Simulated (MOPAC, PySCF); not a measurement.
C6H18BN3, SMILES `CN(B(N(C)C)N(C)C)C`, neutral singlet in the gas phase. 

Cartesian coordinates (Å):
```xyz
28

C      1.7298    -1.4927    -1.0850
N      1.3604    -0.4385    -0.1817
C      2.4703     0.1393     0.5242
B      0.0000    -0.0001     0.0000
N     -0.2786     1.3841     0.2871
C      0.5094     2.4661    -0.2345
C     -1.3693     1.8070     1.1209
N     -1.0819    -0.9458    -0.1055
C     -0.9624    -2.3206     0.2940
C     -2.3778    -0.5992    -0.6196
H      2.1639    -2.3720    -0.5672
H      0.8545    -1.8317    -1.6546
H      2.4890    -1.1466    -1.8140
H      3.1919     0.6466    -0.1480
H      2.1149     0.8746     1.2581
H      3.0398    -0.6345     1.0757
H      1.2696     2.0847    -0.9289
H     -0.1206     3.1869    -0.7922
H      1.0274     3.0435     0.5580
H     -1.8776     0.9361     1.5555
H     -2.1241     2.4066     0.5726
H     -1.0110     2.4369     1.9589
H     -1.7370    -2.5890     1.0393
H     -1.0774    -3.0273    -0.5528
H      0.0174    -2.5002     0.7558
H     -2.6597    -1.2541    -1.4676
H     -3.1822    -0.6957     0.1378
H     -2.3788     0.4358    -0.9862
```
Charge 0, multiplicity 1.

All levels are single points at this geometry (PBE0-D4/def2-SVP); Pople sets use spherical d functions. Orbital energies aren't observables, and empty levels follow the basis.

```json
[
 {"level": "B3LYP-D3(BJ)/def2-TZVP in PySCF", "HOMO (eV)": "-5.66", "LUMO (eV)": "0.50", "gap (eV)": "6.16", "dipole (D)": "0.00", "vertical IE, Delta-SCF (eV)": "7.46"},
 {"level": "PBE0-D4/def2-TZVP in PySCF", "HOMO (eV)": "-5.86", "LUMO (eV)": "0.81", "gap (eV)": "6.67", "dipole (D)": "0.00", "vertical IE, Delta-SCF (eV)": "7.50"},
 {"level": "B3LYP/3-21G in PySCF", "HOMO (eV)": "-5.12", "LUMO (eV)": "2.59", "gap (eV)": "7.71", "dipole (D)": "0.00", "vertical IE, Delta-SCF (eV)": "–"},
 {"level": "B3LYP/6-311+G** in PySCF", "HOMO (eV)": "-5.66", "LUMO (eV)": "-0.12", "gap (eV)": "5.54", "dipole (D)": "0.00", "vertical IE, Delta-SCF (eV)": "–"},
 {"level": "B3LYP/6-31G* in PySCF", "HOMO (eV)": "-5.37", "LUMO (eV)": "2.07", "gap (eV)": "7.43", "dipole (D)": "0.00", "vertical IE, Delta-SCF (eV)": "7.23"},
 {"level": "BP86/6-31G* in PySCF", "HOMO (eV)": "-4.40", "LUMO (eV)": "1.39", "gap (eV)": "5.79", "dipole (D)": "0.00", "vertical IE, Delta-SCF (eV)": "–"},
 {"level": "M06-2X/6-31G* in PySCF", "HOMO (eV)": "-6.93", "LUMO (eV)": "3.09", "gap (eV)": "10.02", "dipole (D)": "0.00", "vertical IE, Delta-SCF (eV)": "–"},
 {"level": "PBE/6-31G* in PySCF", "HOMO (eV)": "-4.28", "LUMO (eV)": "1.45", "gap (eV)": "5.74", "dipole (D)": "0.00", "vertical IE, Delta-SCF (eV)": "–"},
 {"level": "SVWN5/6-31G* in PySCF", "HOMO (eV)": "-4.37", "LUMO (eV)": "1.17", "gap (eV)": "5.53", "dipole (D)": "0.00", "vertical IE, Delta-SCF (eV)": "–"},
 {"level": "HF/3-21G in PySCF", "HOMO (eV)": "-8.69", "LUMO (eV)": "6.68", "gap (eV)": "15.37", "dipole (D)": "0.00", "vertical IE, Delta-SCF (eV)": "–"},
 {"level": "HF/6-31G* in PySCF", "HOMO (eV)": "-8.90", "LUMO (eV)": "5.77", "gap (eV)": "14.66", "dipole (D)": "0.00", "vertical IE, Delta-SCF (eV)": "–"},
 {"level": "HF/STO-3G in PySCF", "HOMO (eV)": "-6.90", "LUMO (eV)": "10.11", "gap (eV)": "17.01", "dipole (D)": "0.00", "vertical IE, Delta-SCF (eV)": "–"},
 {"level": "PM7 in MOPAC", "HOMO (eV)": "-7.30", "LUMO (eV)": "1.02", "gap (eV)": "8.32", "dipole (D)": "0.00", "vertical IE, Delta-SCF (eV)": "–"}
]
```
